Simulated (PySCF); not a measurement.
Species: C2H5AsGe.
SMILES: `C#[C][GeH2][AsH2]`

Computed, not measured: EOM-IP-CCSD/aug-cc-pVDZ in PySCF, restricted Hartree–Fock reference, frozen core, non-relativistic, gas phase, PBE0-D3(BJ)/def2-SVP geometry.

Hartree–Fock orbital energies give these Koopmans values (eV): HOMO 9.68, HOMO-1 10.85, HOMO-2 11.18, HOMO-3 11.87, HOMO-4 12.96, HOMO-5 14.02, HOMO-6 14.79, HOMO-7 19.09.

Task: What vertical ionisation energies does EOM-IP-CCSD give?

Result: 
| leading hole (HF orbital) | Koopmans (eV) | EOM-IP-CCSD (eV) | change (eV) | one-hole share |
| --- | --- | --- | --- | --- |
| HOMO | 9.68 | 9.41 | -0.27 | 0.96 |
| HOMO-1 | 10.85 | 10.63 | -0.22 | 0.95 |
| HOMO-2 | 11.18 | 10.80 | -0.38 | 0.95 |
| HOMO-3 | 11.87 | 11.41 | -0.46 | 0.95 |
| HOMO-4 | 12.96 | 12.20 | -0.76 | 0.94 |
| HOMO-5 | 14.02 | 13.21 | -0.81 | 0.93 |
| HOMO-6 | 14.79 | 13.29 | -1.50 | 0.93 |
| HOMO-7 | 19.09 | 17.21 | -1.88 | 0.88 |

Task: Does the order of the lines follow the orbital energies?

Result: Yes, no two lines change places. The corrections run from -1.88 to -0.22 eV, with a mean of -0.78 eV over the 8 lines; no line lies above its Koopmans value.

Task: At what kinetic energies would He I light (21.22 eV) eject these electrons?

Result: 11.81 eV (HOMO), 10.59 eV (HOMO-1), 10.42 eV (HOMO-2), 9.81 eV (HOMO-3), 9.02 eV (HOMO-4), 8.01 eV (HOMO-5), 7.93 eV (HOMO-6), 4.01 eV (HOMO-7).

Lines less than 0.15 eV apart could change places at a higher level. One root was sought for each valence orbital with −ε under 21 eV, eight at most, so deeper holes and satellites are missing; no vibrational structure.

On one thread of an Arm Neoverse V1 (shared host), this took 8.6 min wall and 2.9 GiB of memory at its peak.

The values belong to the conformer `[CH:1]#[C:2][GeH2:3][AsH2:4]`: H–As4–Ge3–C2 -43°, H–As4–Ge3–C2 49°.
